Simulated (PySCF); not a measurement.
Correlation energy of O (oxygen, neutral)

[He] 2s2 2p4, high-spin 3P determinant. Calculation: PySCF 2.14, in cc-pVTZ-DK (4s3p2d1f, 30 functions); the spin-free X2C one-electron Hamiltonian (Gaussian nucleus). Frozen: 1s2; 6 electrons correlated.

MP2 pair energies summed by pair of shells (mhartree):

| pair | energy | share (%) |
| --- | --- | --- |
| 2p-2p | -67.08 | 46.8 |
| 2s-2p | -65.71 | 45.9 |
| 2s-2s | -10.45 | 7.3 |

Total MP2 correlation energy: -143.23 mhartree.

Same-spin part -35.53 and opposite-spin part -107.71 mhartree; SCS-MP2 scales them by 1/3 and 6/5 to -141.09 mhartree.

```
  level  correlation energy (mhartree)
   CCSD                        -159.38
    (T)                          -2.91
CCSD(T)                        -162.29
```

Diagnostics: T1 = 0.0053, D1 = 0.0105, largest double amplitude 0.048.

**Question.** Is a single reference adequate?

**Answer.** Yes: T1 lies below 0.03 and no double amplitude reaches 0.07.
